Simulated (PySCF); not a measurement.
Isomers of C9H13N.

All values: PBE0/def2-SVPD (PySCF) at PBE0-D3(BJ)/def2-SVP geometries, gas phase, one conformer each. Core orbitals are frozen in the response; Δα² is half the sum of the squared differences of the principal polarisabilities.

Question: Rank by HOMO energy, lowest first.
A. `[CH3:1][N:2]([CH3:3])[CH2:4][c:5]1[cH:6][cH:7][cH:8][cH:9][cH:10]1` with C1–N2–C4–C5 -67°, N2–C4–C5–C6 141°
B. 2-tert-butylpyridine (`CC(C)(C)c1ccccn1`)
C. `[CH3:1][CH2:2][c:3]1[cH:4][cH:5][cH:6][c:7]([CH3:8])[c:9]1[NH2:10]` with C1–C2–C3–C4 103°
D. `[CH3:1][CH2:2][N:3]([CH3:4])[c:5]1[cH:6][cH:7][cH:8][cH:9][cH:10]1` with C1–C2–N3–C4 86°, C2–N3–C5–C6 172°

Answer: B (-7.20 eV), A (-6.23 eV), C (-5.78 eV), D (-5.49 eV).

Question: Rank by mean static polarisability, lowest first.
A. `[CH3:1][N:2]([CH3:3])[CH2:4][c:5]1[cH:6][cH:7][cH:8][cH:9][cH:10]1` with C1–N2–C4–C5 -67°, N2–C4–C5–C6 141°
B. `[CH3:1][CH2:2][N:3]([CH3:4])[c:5]1[cH:6][cH:7][cH:8][cH:9][cH:10]1` with C1–C2–N3–C4 86°, C2–N3–C5–C6 172°
C. `CC(C)(C)C1=CC=NC=C1`

Answer: C (16.41 Å³), A (17.11 Å³), B (17.49 Å³).

Question: Rank by polarisability anisotropy Δα, lowest first.
A. `[CH3:1][CH2:2][c:3]1[cH:4][cH:5][cH:6][c:7]([CH3:8])[c:9]1[NH2:10]` with C1–C2–C3–C4 103°
B. 2-tert-butylpyridine (`CC(C)(C)c1ccccn1`)
C. `[CH3:1][N:2]([CH3:3])[CH2:4][c:5]1[cH:6][cH:7][cH:8][cH:9][cH:10]1` with C1–N2–C4–C5 -67°, N2–C4–C5–C6 141°
D. `CC(C)(C)c1ccncc1`
E. `[CH3:1][CH2:2][N:3]([CH3:4])[c:5]1[cH:6][cH:7][cH:8][cH:9][cH:10]1` with C1–C2–N3–C4 86°, C2–N3–C5–C6 172°

Answer: D (6.60 Å³), B (7.13 Å³), C (7.95 Å³), A (8.60 Å³), E (9.74 Å³).

All values together:

| SMILES | μ (D) | HOMO (eV) | LUMO (eV) | α (Å³) | Δα (Å³) | ΔSCF removal energy (eV) |
| --- | --- | --- | --- | --- | --- | --- |
| CCc1cccc(C)c1N | 1.70 | -5.78 | 0.10 | 17.30 | 8.60 | 7.47 |
| CC(C)(C)c1ccccn1 | 1.80 | -7.20 | -0.70 | 16.56 | 7.13 | 8.99 |
| CC(C)(C)c1cccnc1 | 2.52 | -7.22 | -0.70 | 16.46 | 7.17 | – |
| CN(C)Cc1ccccc1 | 0.62 | -6.23 | -0.25 | 17.11 | 7.95 | 8.02 |
| CC(C)(C)c1ccncc1 | 2.92 | -7.29 | -0.70 | 16.41 | 6.60 | 9.17 |
| CCN(C)c1ccccc1 | 2.11 | -5.49 | 0.00 | 17.49 | 9.74 | 7.08 |

Conformers: `[CH3:1][CH2:2][c:3]1[cH:4][cH:5][cH:6][c:7]([CH3:8])[c:9]1[NH2:10]` with C1–C2–C3–C4 103°; `[CH3:1][N:2]([CH3:3])[CH2:4][c:5]1[cH:6][cH:7][cH:8][cH:9][cH:10]1` with C1–N2–C4–C5 -67°, N2–C4–C5–C6 141°; `[CH3:1][CH2:2][N:3]([CH3:4])[c:5]1[cH:6][cH:7][cH:8][cH:9][cH:10]1` with C1–C2–N3–C4 86°, C2–N3–C5–C6 172°.

A dash marks a removal energy that wasn't run or isn't settled.

By how much does the ΔSCF value exceed −ε(HOMO) over the species that have both?

By 1.59 to 1.88 eV, 1.75 eV on average, over 5 species.
